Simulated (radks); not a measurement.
Values are calculated unless marked as measured or tabulated.
Initial-state core-level shifts of neutral aluminium when its valence configuration changes from [Ne] 3s2 3p1. Level of theory: non-relativistic Kohn-Sham, LDA (Slater exchange, Perdew-Wang correlation), spin-polarised, spherical densities, point nucleus; open shells are filled with parallel spins first (a radial shooting solver on a logarithmic mesh with Libxc functionals). Shifts are changes of the shell-averaged eigenvalues in eV (positive: less bound); the change of the density at the nucleus, which sets a Mossbauer isomer shift, is in e/bohr^3, on a base of 1393.

\begin{tabular}{lrrrr}
valence & 1s & 2s & 2p & density at nucleus \\ \hline
3s1.5 3p1.5 & -0.696 & -0.696 & -0.686 & -1.3473 \\
3s1 3p2 & -1.209 & -1.231 & -1.209 & -2.7432 \\
3p3 & -2.863 & -2.854 & -2.816 & -5.8198 \\
3s0.5 3p2.5 & -2.051 & -2.056 & -2.026 & -4.2517 \\
\end{tabular}
